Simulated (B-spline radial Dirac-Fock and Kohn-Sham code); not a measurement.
Z = 41 (niobium), transition energy 910 keV. Level of theory: a Dirac-Hartree-Slater potential of the neutral atom with a Latter tail (no hole, which puts coefficients of high multipoles low close above an edge), finite nucleus with surface currents; a radial atomic solver. Subshells that would emit electrons below 1 keV are left out.

Q: A pure transition shows α(K) = 0.00171, L1/L2 = 13.0 and L1/L3 = 25.1. What is its multipolarity?
A. M4
B. M3
C. E4
D. E1
E. M1
F. M2
G. E3
H. E2

A: G. For comparison, α(K), L1/L2, L1/L3 are E1 0.000330, 72.0, 39.8; E2 0.000794, 28.6, 33.5; E4 0.00353, 7.15, 18.0; M1 0.000799, 52.6, 109; M2 0.00196, 32.0, 105; M3 0.00426, 21.5, 54.1; M4 0.00891, 15.5, 26.9.

Values without a named source are computed, but for edge energies of neutral atoms, which are taken from tables.
